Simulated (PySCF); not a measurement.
## PySCF run on BeAl

Input:

```python
from pyscf import gto, scf, solvent

mol = gto.M(
    atom='Be 0 0 0; Al 0 0 1.939',
    basis='pcseg-2',
    charge=0,
    spin=1,
    verbose=4,
)
mf = scf.ROHF(mol)
mf = solvent.PCM(mf)
mf.with_solvent.eps = 78.36
mf.kernel()
mf.analyze()
print('orbital energies (hartree):', mf.mo_energy[..., max(0, mol.nelec[1]-3):mol.nelec[0]+3].round(4))
```

```bash
$ OMP_NUM_THREADS=1 python input.py
```

The log (some set-up lines and the per-cycle HOMO/LUMO lines with their warnings removed):

```
PySCF version 2.14.0

[INPUT] verbose = 4
[INPUT] num. atoms = 2
[INPUT] num. electrons = 17
[INPUT] charge = 0
[INPUT] spin (= nelec alpha-beta = 2S) = 1
[INPUT] symmetry False subgroup None
[INPUT] Mole.unit = angstrom
[INPUT] Symbol           X                Y                Z      unit          X                Y                Z       unit  Magmom
[INPUT]  1 Be     0.000000000000   0.000000000000   0.000000000000 AA    0.000000000000   0.000000000000   0.000000000000 Bohr   0.0
[INPUT]  2 Al     0.000000000000   0.000000000000   1.939000000000 AA    0.000000000000   0.000000000000   3.664178955532 Bohr   0.0

nuclear repulsion = 14.1914466053842
number of shells = 7
number of NR pGTOs = 93
number of NR cGTOs = 49
basis = pcseg-2
ecp = {}

******** <class 'pyscf.solvent._attach_solvent.PCMROHF'> ********
method = PCMROHF
initial guess = minao
damping factor = 0
level_shift factor = 0
DIIS = <class 'pyscf.scf.diis.CDIIS'>
diis_start_cycle = 1
diis_space = 8
diis_damp = 0
SCF conv_tol = 1e-09
SCF conv_tol_grad = None
SCF max_cycles = 50
direct_scf = True
direct_scf_tol = 1e-13
num. doubly occ = 8  num. singly occ = 1
******** <class 'pyscf.solvent.pcm.PCM'> (In testing) ********

WARN: PCM is an experimental feature. It is still in testing.
Features and APIs may be changed in the future.

lebedev_order = 29 (302 grids per sphere)
eps = 78.36
frozen = False
Set gradient conv threshold to 3.16228e-05
PCM E_diel = -0.000923286960584096
Solvent Energy = -0.000923286960584096
init E= -256.689232852456

PCM E_diel = -0.00679173147148635
Solvent Energy = -0.00679173147148635
cycle= 1 E= -256.380589441941  delta_E= 0.309  |g|= 0.115  |ddm|= 0.799
PCM E_diel = -0.00608195724894334
Solvent Energy = -0.00608195724894334
cycle= 2 E= -256.397842880606  delta_E= -0.0173  |g|= 0.0547  |ddm|= 0.257
PCM E_diel = -0.00793294480714348
Solvent Energy = -0.00793294480714348
cycle= 3 E= -256.40078223142  delta_E= -0.00294  |g|= 0.031  |ddm|= 0.102
PCM E_diel = -0.0123806174532894
Solvent Energy = -0.0123806174532894
cycle= 4 E= -256.404106744751  delta_E= -0.00332  |g|= 0.0196  |ddm|= 0.145
PCM E_diel = -0.0202420313876959
Solvent Energy = -0.0202420313876959
cycle= 5 E= -256.406644019453  delta_E= -0.00254  |g|= 0.00852  |ddm|= 0.185
PCM E_diel = -0.0262626617025932
Solvent Energy = -0.0262626617025932
cycle= 6 E= -256.407173334677  delta_E= -0.000529  |g|= 0.0017  |ddm|= 0.125
PCM E_diel = -0.0259743825148658
Solvent Energy = -0.0259743825148658
cycle= 7 E= -256.407174046208  delta_E= -7.12e-07  |g|= 0.000655  |ddm|= 0.00841
PCM E_diel = -0.0264011654855992
Solvent Energy = -0.0264011654855992
cycle= 8 E= -256.407176074192  delta_E= -2.03e-06  |g|= 0.000315  |ddm|= 0.00936
PCM E_diel = -0.0263285384516118
Solvent Energy = -0.0263285384516118
cycle= 9 E= -256.407176224014  delta_E= -1.5e-07  |g|= 2.87e-05  |ddm|= 0.00147
PCM E_diel = -0.0263290661703446
Solvent Energy = -0.0263290661703446
cycle= 10 E= -256.407176225725  delta_E= -1.71e-09  |g|= 1.25e-05  |ddm|= 0.000155
PCM E_diel = -0.0263257030684034
Solvent Energy = -0.0263257030684034
cycle= 11 E= -256.407176226537  delta_E= -8.12e-10  |g|= 7.23e-06  |ddm|= 6.55e-05
PCM E_diel = -0.0263249145882931
Solvent Energy = -0.0263249145882931
Extra cycle  E= -256.407176226944  delta_E= -4.07e-10  |g|= 6.06e-06  |ddm|= 2.93e-05
converged SCF energy = -256.407176226944
**** SCF Summaries ****
Total Energy =                        -256.407176226943989
Nuclear Repulsion Energy =              14.191446605384218
One-electron Energy =                 -384.453008730597844
Two-electron Energy =                  113.880710812857956
Two-electron Coulomb Energy =          134.746810717445101
DFT Exchange-Correlation Energy =      -20.866099904587145
**** MO energy ****
                Roothaan           | alpha              | beta
MO #1   energy= -58.3819135156097  | -58.3827642061916  | -58.3810628250281  occ= 2
MO #2   energy= -4.84844671471157  | -4.84957150318619  | -4.84732192623701  occ= 2
MO #3   energy= -4.70753019749428  | -4.70961206393036  | -4.70544833105817  occ= 2
MO #4   energy= -3.16044151889181  | -3.16098527562719  | -3.15989776215642  occ= 2
MO #5   energy= -3.15917533903382  | -3.159651896157    | -3.15869878191065  occ= 2
MO #6   energy= -3.15859340389316  | -3.16347823051938  | -3.153708577272    occ= 2
MO #7   energy= -0.466542924850826 | -0.493762031235752 | -0.439323818465906 occ= 2
MO #8   energy= -0.241233876007296 | -0.250429320484793 | -0.232038431529813 occ= 2
MO #9   energy= -0.0864297787193173 | -0.226930017402759 | 0.0540708739574927 occ= 1
MO #10  energy= 0.0215411362725781 | 0.0161119033397435 | 0.0269703692917226 occ= 0
MO #11  energy= 0.0326550383940241 | 0.0277547484928328 | 0.0375553282952235 occ= 0
MO #12  energy= 0.102463136788661  | 0.0849124398691468 | 0.12001344862933   occ= 0
[37 lines left out]
 ** Mulliken pop on meta-lowdin orthogonal AOs  **
 ** Mulliken pop  **
pop of  0 Be 1s           1.99997
pop of  0 Be 2s           0.88918
pop of  0 Be 3s           0.01338
pop of  0 Be 4s           0.00334
pop of  0 Be 2px          0.20704
pop of  0 Be 2py          0.03607
pop of  0 Be 2pz          0.02142
pop of  0 Be 3px          0.00021
pop of  0 Be 3py          0.00004
pop of  0 Be 3pz          0.01278
pop of  0 Be 3dxy         0.00002
pop of  0 Be 3dyz         0.00001
[37 lines left out]
 ** Mulliken atomic charges  **
charge of    0Be =      0.81636
charge of    1Al =     -0.81636
Dipole moment(X, Y, Z, Debye):  0.00000, -0.00000, -6.78705
orbital energies (hartree): [-3.1586 -0.4665 -0.2412 -0.0864  0.0215  0.0327  0.1025]
```

In short: E(SCF) = -256.407176 Eh, 11 cycles, μz(SCF) = -6.79 D.

Hardware: Arm Neoverse V1, 1 thread, shared host. Wall time 2.7 s, peak memory 0.14 GiB.

The bond length is a typed value, not an optimised one. No search for the lowest solution was made.
